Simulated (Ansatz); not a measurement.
`C=C[SiH2]N[SiH3]` and `C=C[SiH2][SiH3]` differ in one atom or group.

Ansatz, PBE0-D4/def2-TZVP geometries, multiplicity 1. Each molecule was computed in one conformer, which needn't be the lowest.

```json
{"property": "size of the dipole moment (ωB97M-V/def2-TZVPP) / D", "`C=C[SiH2]N[SiH3]`": "1.40"}
{"property": "ideal-gas entropy at 298 K and 1 bar (rigid rotor, harmonic PBE0-D4/def2-TZVP) / J/(mol·K)", "`C=C[SiH2]N[SiH3]`": "389"}
{"property": "HOMO energy (PBE0/def2-TZVPP) / eV", "`C=C[SiH2]N[SiH3]`": "-7.42"}
{"property": "HOMO energy (B3LYP/def2-TZVPP) / eV", "`C=C[SiH2]N[SiH3]`": "-7.20"}
{"property": "HOMO–LUMO gap (B3LYP/def2-TZVPP) / eV", "`C=C[SiH2]N[SiH3]`": "6.36"}
{"property": "LUMO energy (ωB97M-V/def2-TZVPP) / eV", "`C=C[SiH2]N[SiH3]`": "1.33"}
```

Question: Give the same properties after the change, and the shifts. (Best estimate.)

Answer: The calculation gave: 
```
                                                                                  property  `C=C[SiH2][SiH3]`  shift
                                        size of the dipole moment (ωB97M-V/def2-TZVPP) / D               0.83  -0.57
ideal-gas entropy at 298 K and 1 bar (rigid rotor, harmonic PBE0-D4/def2-TZVP) / J/(mol·K)                350    -39
                                                        HOMO energy (PBE0/def2-TZVPP) / eV              -7.63  -0.21
                                                       HOMO energy (B3LYP/def2-TZVPP) / eV              -7.43  -0.23
                                                     HOMO–LUMO gap (B3LYP/def2-TZVPP) / eV               6.57   0.21
                                                     LUMO energy (ωB97M-V/def2-TZVPP) / eV               1.37   0.04
```

The zero-point energy changes by -45.4 kJ/mol with -6 modes. Dipoles are sizes alone; their direction can turn. Modes under 60 cm⁻¹, often nearly free rotors, make the harmonic entropy too high.

B3LYP here is the variant with VWN-RPA as its local correlation; programs differ in this.
